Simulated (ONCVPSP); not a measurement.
# P: ONCV pseudisation with PBE, scalar-relativistic reference atom.

ONCVPSP 4.0.1 was run on this input:

```
# ATOM AND REFERENCE CONFIGURATION
# atsym  z   nc   nv     iexc    psfile
  P 15.00    1    4        4      upf
#
#   n    l    f
    1    0    2.00
    2    0    2.00
    2    1    6.00
    3    0    2.00
    3    1    2.50
#
# PSEUDOPOTENTIAL AND OPTIMIZATION
# lmax
    2
#
#   l,   rc,      ep,       ncon, nbas, qcut
    0    0.90    0.00    5    9   11.40
    1    0.70    0.00    4    8   24.70
    2    0.75    0.04    4    8   15.30
#
# LOCAL POTENTIAL
# lloc, lpopt,  rc(5),   dvloc0
    4    5    0.45    1.00
#
# VANDERBILT-KLEINMAN-BYLANDER PROJECTORs
# l, nproj, debl
    0    2    1.00
    1    2    3.20
    2    2    1.10
#
# MODEL CORE CHARGE
# icmod, fcfact, rcfact
    3    2.50    1.05
#
# LOG DERIVATIVE ANALYSIS
# epsh1, epsh2, depsh
   -8.00    5.00    0.04
#
# OUTPUT GRID
# rlmax, drl
    6.00    0.01
#
# TEST CONFIGURATIONS
# ncnf
    4
# nvcnf
#   n    l    f
    4
    2    0    2.00
    2    1    6.00
    3    0    2.00
    3    1    3.00
#
    4
    2    0    2.00
    2    1    6.00
    3    0    2.00
    3    1    2.00
#
    4
    2    0    2.00
    2    1    6.00
    3    0    2.00
    3    1    1.00
#
    4
    2    0    1.00
    2    1    6.00
    3    0    2.00
    3    1    3.00
#
```

Command:

```bash
oncvpsp.x < P.dat > P.out
```

The program printed (shortened: citation, most of the input echo, consistency checks and plot data are left out):

```
ONCVPSP  (Optimized Norm-Conservinng Vanderbilt PSeudopotential)
scalar-relativistic version 4.0.1

#   n    l    f        energy (Ha)
    1    0    2.00    -7.6778766E+01
    2    0    2.00    -6.5780058E+00
    2    1    6.00    -4.7592811E+00
    3    0    2.00    -6.7726367E-01
    3    1    2.50    -3.5518017E-01

Reference configufation results
  iterations    24
  all-electron total energy (Ha)   -3.41763421D+02

Begin loop to  construct optimized pseudo wave functions
and semi-local pseudopoentials for all angular momenta

Calculating optimized projector #   1

 for l=   0

    Fraction of norm inside rc  0.938584
    Optimizing pswf for qcut=  11.38 a_B^-1,  ecut=  64.78 Ha
    Residual kinetic energy error=  7.10D-05 Ha

    Energy error per electron        Cutoff
         Ha          eV             Ha
         0.01000     0.27211       27.64
         0.00100     0.02721       34.92
         0.00010     0.00272       58.97
         0.00001     0.00027      256.00

Calculating optimized projector #   2

 for l=   0

    Fraction of norm inside rc  0.054827
    Optimizing pswf for qcut=  11.38 a_B^-1,  ecut=  64.78 Ha
    Residual kinetic energy error=  5.78D-05 Ha

    Energy error per electron        Cutoff
         Ha          eV             Ha
         0.01000     0.27211       21.84
         0.00100     0.02721       29.96
         0.00010     0.00272       59.35
         0.00001     0.00027      175.75

Calculating optimized projector #   1

 for l=   1

    Fraction of norm inside rc  0.830684
    Optimizing pswf for qcut=  24.73 a_B^-1,  ecut= 305.71 Ha
    Residual kinetic energy error=  1.13D-08 Ha

    Energy error per electron        Cutoff
         Ha          eV             Ha
         0.01000     0.27211      157.09
         0.00100     0.02721      193.69
         0.00010     0.00272      223.30
         0.00001     0.00027      249.36

Calculating optimized projector #   2

 for l=   1

    Fraction of norm inside rc  0.029408
    Optimizing pswf for qcut=  24.73 a_B^-1,  ecut= 305.71 Ha
    Residual kinetic energy error=  8.75D-10 Ha

    Energy error per electron        Cutoff
         Ha          eV             Ha
         0.01000     0.27211      114.98
         0.00100     0.02721      159.81
         0.00010     0.00272      198.36
         0.00001     0.00027      229.43

   Wellstate for l =  2  n =  3
     eigenvalue =   0.0400
     asymptotic potential =   0.5400
     half-point radius =  7.5098

   Wellstate for l =  2  n =  4
     eigenvalue =   1.1400
     asymptotic potential =   1.6400
     half-point radius =  3.5944

Calculating optimized projector #   1

 for l=   2

    Fraction of norm inside rc  0.005571
    Optimizing pswf for qcut=  15.29 a_B^-1,  ecut= 116.85 Ha
    Residual kinetic energy error=  4.56D-07 Ha

    Energy error per electron        Cutoff
         Ha          eV             Ha
         0.01000     0.27211       13.97
         0.00100     0.02721       37.64
         0.00010     0.00272       67.96
         0.00001     0.00027       92.05

Calculating optimized projector #   2

 for l=   2

    Fraction of norm inside rc  0.023702
    Optimizing pswf for qcut=  15.29 a_B^-1,  ecut= 116.85 Ha
    Residual kinetic energy error=  2.65D-06 Ha

    Energy error per electron        Cutoff
         Ha          eV             Ha
         0.01000     0.27211       30.28
         0.00100     0.02721       60.17
         0.00010     0.00272       87.11
         0.00001     0.00027      106.95

Construct Vanderbilt / Kleinmman-Bylander projectors

B matrix Hermiticity error, ll=   0
   1   2    8.0737E-04

  Orthonormal projector coefficients  1.9928E+01  2.7866E+00

B matrix Hermiticity error, ll=   1
   1   2    4.9455E-04

  Orthonormal projector coefficients -1.8284E+01 -4.1112E+00

B matrix Hermiticity error, ll=   2
   1   2    4.7294E-06

  Orthonormal projector coefficients -2.0742E+01 -2.5136E+00

Model core correction analysis
  based on d2Exc/dn_idn_j

d2excae - all-electron derivatives

   -9.147845D-02   -8.207321D-02   -5.644265D-03   -3.121847D-03
   -8.207469D-02   -9.003997D-02   -5.893388D-03   -4.272337D-03
   -5.643936D-03   -5.893199D-03   -3.840714D-02   -3.184812D-02
   -3.121869D-03   -4.272449D-03   -3.184860D-02   -3.033215D-02

d2excps - pseudofunction derivatives with no core correction

   -9.101926D-02   -8.757662D-02   -5.917195D-03   -3.709429D-03
   -8.757819D-02   -9.267319D-02   -6.248241D-03   -4.414303D-03
   -5.916633D-03   -6.248075D-03   -3.844484D-02   -3.188872D-02
   -3.709550D-03   -4.414478D-03   -3.188921D-02   -3.034053D-02

rms 2nd derivative error    2.074506E-03

rmatch, rhocmatch    0.1659  196.3194

Teter function model core charge with specified parameters

d2excps - pseudofunction derivatives with core correction

   -8.697005D-02   -8.780436D-02   -5.492124D-03   -3.716608D-03
   -8.780421D-02   -9.326350D-02   -6.267374D-03   -4.453496D-03
   -5.491724D-03   -6.267234D-03   -3.840027D-02   -3.188915D-02
   -3.716623D-03   -4.453688D-03   -3.188964D-02   -3.034309D-02

rms 2nd derivative error    2.468466E-03

Pseudoatom total energy -125.081522

Diagnostic tests using Vanderbilt-Kleinman-Bylander pseudopotentials
  1 or more projectors used as specified by nproj input data

   l    rcore       rmatch      e in        delta e   norm test  slope test

   0   0.9016414   0.9290172  -6.5780058   0.0000148   1.0002237   1.0002090
   0   0.9016414   0.9290172  -0.6772637   0.0000226   1.0000720   1.0000578

   1   0.7013239   0.7226177  -4.7592811  -0.0001027   1.0002103   1.0002596
   1   0.7013239   0.7226177  -0.3551802   0.0000283   1.0001313   1.0001603

   2   0.7535194   0.7763979   0.0400000   0.0000244   1.0001719   1.0001719
   2   0.7535194   0.7763979   1.1400000   0.0000352   1.0002021   1.0002021

 Testing for bound ghosts
   n   l    E NL Schr. Eq   E Basis Diag.   E Cutoff

   1   0       -6.577991       -6.577979    430.55
   2   0       -0.677241       -0.417578    430.55

   2   1       -4.759384       -4.758008    615.58
   3   1       -0.355152        0.727817    615.58

 Testing for highly-localized positive-energy ghosts
       l    <radius>/rc     E Basis Diag.   E Cutoff

Test configuration 0

   n   l     f        eae           eps        diff
   1   0  2.0000  -76.77876559
   2   0  2.0000   -6.57800579   -6.57799095    1.48D-05
   2   1  6.0000   -4.75928111   -4.75938380   -1.03D-04
   3   0  2.0000   -0.67726367   -0.67724110    2.26D-05
   3   1  2.5000   -0.35518017   -0.35515190    2.83D-05

    Total energies and differences
      AE_ref= -3.41763421D+02  AE_tst= -3.41763421D+02  dif=  0.00D+00
      PS_ref= -1.25081522D+02  PS_tst= -1.25081522D+02  dif=  1.42D-13
      PSP excitation error= -1.42D-13

Test configuration 1

   n   l     f        eae           eps        diff
   1   0  2.0000  -76.59189075
   2   0  2.0000   -6.39406272   -6.39403839    2.43D-05
   2   1  6.0000   -4.57504848   -4.57534015   -2.92D-04
   3   0  2.0000   -0.51336413   -0.51334077    2.34D-05
   3   1  3.0000   -0.20237180   -0.20235451    1.73D-05

    Total energies and differences
      AE_ref= -3.41763421D+02  AE_tst= -3.41902143D+02  dif= -1.39D-01
      PS_ref= -1.25081522D+02  PS_tst= -1.25220241D+02  dif= -1.39D-01
      PSP excitation error= -2.68D-06

Test configuration 2

   n   l     f        eae           eps        diff
   1   0  2.0000  -76.99054902
   2   0  2.0000   -6.78485345   -6.78488220   -2.88D-05
   2   1  6.0000   -4.96658816   -4.96642655    1.62D-04
   3   0  2.0000   -0.85579034   -0.85576974    2.06D-05
   3   1  2.0000   -0.52239719   -0.52235017    4.70D-05

    Total energies and differences
      AE_ref= -3.41763421D+02  AE_tst= -3.41544589D+02  dif=  2.19D-01
      PS_ref= -1.25081522D+02  PS_tst= -1.24862695D+02  dif=  2.19D-01
      PSP excitation error=  5.91D-06

Test configuration 3

   n   l     f        eae           eps        diff
   1   0  2.0000  -77.48150135
   2   0  2.0000   -7.25895834   -7.25918904   -2.31D-04
   2   1  6.0000   -5.44219278   -5.44124764    9.45D-04
   3   0  2.0000   -1.24787342   -1.24785561    1.78D-05
   3   1  1.0000   -0.89209700   -0.89197354    1.23D-04

    Total energies and differences
      AE_ref= -3.41763421D+02  AE_tst= -3.40840950D+02  dif=  9.22D-01
      PS_ref= -1.25081522D+02  PS_tst= -1.24159098D+02  dif=  9.22D-01
      PSP excitation error=  4.77D-05

Test configuration 4

   n   l     f        eae           eps        diff
   1   0  2.0000  -78.05846929
   2   0  1.0000   -7.48653754   -7.51188594   -2.53D-02
   2   1  6.0000   -5.70588031   -5.72046096   -1.46D-02
   3   0  2.0000   -0.97155118   -0.97286806   -1.32D-03
   3   1  3.0000   -0.60865087   -0.60884070   -1.90D-04

    Total energies and differences
      AE_ref= -3.41763421D+02  AE_tst= -3.34972800D+02  dif=  6.79D+00
      PS_ref= -1.25081522D+02  PS_tst= -1.18278393D+02  dif=  6.80D+00
      PSP excitation error= -1.25D-02
```

The run took about 4.4 s on one core of a shared server CPU.
